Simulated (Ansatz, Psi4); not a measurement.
Input for Psi4:
```
memory 2 GB

molecule mol {
0 1
Tl   -0.000000   -0.000000   -0.449804
Cl    0.000000    0.000000    2.143186
}

set {
  basis def2-svp
  reference rks
  scf_type pk
  puream true
  d_convergence 1e-8
  dft_radial_points 99
  dft_spherical_points 590
}

energy('pbe0')
print_variables()
```

Problem. Convert this to an input for Ansatz (a program for electronic structure).

Solution. This is not unique; one that fits is 
Ansatz 0.2 input:
```yaml
crystal:
  periodic: [false, false, false]
  atoms:
    - {symbol: Tl, position_ang: [-0.00000000, -0.00000000, -0.44980442]}
    - {symbol: Cl, position_ang: [0.00000000, 0.00000000, 2.14318575]}
basis:
  gaussian:
    orbitals: def2-SVP
hamiltonian:
  xc: pbe0
accuracy: high
```

Both were run: Psi4 gave -632.492009 Eh and Ansatz -632.492008 Eh, 0.001 mEh apart.
